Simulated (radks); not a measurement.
Results of a calculation; reference values are marked as such.
Question: Ionisation of the tin ion Sn3+, [Kr] 4d10 5s1, to Sn4+, [Kr] 4d10, under several functionals. Scalar-relativistic Kohn-Sham, spin-polarised, spherical densities, finite nucleus; open shells are filled with parallel spins first (spin-orbit coupling, left out, can overturn this in heavy ions); a radial shooting solver on a logarithmic mesh with Libxc functionals. Known Delta-SCF values: PBEsol 41.376 eV; exchange-only LDA 40.685 eV. What does exchange-only PBE give, and what is its highest occupied eigenvalue?

Answer: 40.792 eV by Delta-SCF; the 5s eigenvalue is -35.831 eV. NIST: 40.74 eV (measured).
